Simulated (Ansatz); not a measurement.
Two isomers of C2H7AlSi: A = `[CH3][Al]1[CH2][SiH2]1`, B = `C=C[SiH2][AlH2]`.

Isolated molecules relaxed with PBE0-D4/def2-TZVP in Ansatz; ΔE leaves out vibrations. CCSD(T)/CBS adds triple-zeta CCSD(T) − MP2 to the extrapolated MP2 energy (def2 sets, frozen cores). DFT in def2-TZVPP. B3LYP here is the variant with VWN-RPA as its local correlation; programs differ in this. Each species was taken in one conformer, which may not be the lowest.

Q: Which is lower in electronic energy at CCSD(T)/CBS, and by how much? (Best estimate.)

A: Computed: A, by 17.0 kJ/mol.

Q: Give E(B) − E(A) in kJ/mol with ωB97M-V, B2PLYP, r2SCAN-D4, CCSD(T)/def2-TZVPP, B3LYP-D4, HF/def2-TZVPP, CCSD(T)/def2-SVP. (An estimate is asked.)

A: Ansatz gave: ωB97M-V 26.0, B2PLYP 15.0, r2SCAN-D4 35.0, CCSD(T)/def2-TZVPP 14.8, B3LYP-D4 7.9, HF/def2-TZVPP -26.1, CCSD(T)/def2-SVP -2.1. The order is the other way round with HF/def2-TZVPP, CCSD(T)/def2-SVP.

Q: Does the order hold for the free energy at 298.15 K (harmonic terms from PBE0-D4)? (Best estimate.)

A: Ansatz gave: Yes: G(B) − G(A) = +4.7 kJ/mol, for one conformer each. Modes under 60 cm⁻¹, often nearly free rotors, make the harmonic entropy too high.

Largest T1 diagnostic: 0.012.

At CCSD(T), def2-SVP lies −19.1 kJ/mol from the extrapolated value and def2-TZVPP −2.2 kJ/mol. In def2-TZVPP, CCSD(T) changes the Hartree–Fock value by +40.9 kJ/mol (the triples alone add +3.8 kJ/mol) and MP2 by +54.7 kJ/mol.
